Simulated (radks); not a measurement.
Task: The rhodium ion Rh6+ is in [Kr] 4d3. Calculated with a radial shooting solver on a logarithmic mesh with Libxc functionals: non-relativistic Kohn-Sham, PBE, spin-polarised, spherical densities, point nucleus. Open shells are filled with parallel spins first. One electron is removed from 3d, 4s, 4d, 4p in turn, with full relaxation. Which removal costs least, and what does each cost?

Result: 4d 99.057 eV; 4p 144.50 eV; 4s 174.07 eV; 3d 421.61 eV. The 4d electron leaves first.
